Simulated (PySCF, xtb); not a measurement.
B(Et)(OH)2 (C2H7BO2), SMILES CCB(O)O. Other conformers were not sampled.

Harmonic wavenumbers (cm⁻¹) from xtb with GFN2-xTB at its own minimum, in rising order: 20, 181, 195, 369, 419, 448, 548, 639, 726, 775, 953, 960, 1001, 1022, 1089, 1215, 1245, 1312, 1327, 1413, 1483, 1499, 1509, 2943, 2962, 3015, 3045, 3053, 3609, 3661.

Q: What does PBE0-D3(BJ)/def2-SVP (PySCF) give at its own minimum? (An estimate is asked for; the answer gives what the named calculation found.)

A: 23, 197, 208, 400, 441, 487, 513, 634, 751, 770, 980, 1001, 1005, 1030, 1087, 1253, 1258, 1392, 1421, 1428, 1464, 1472, 1481, 3031, 3057, 3072, 3146, 3155, 3890, 3932. Paired by order, the mean absolute difference is 53 cm⁻¹ and the zero-point energies are 60.9 and 62.9 kcal/mol.
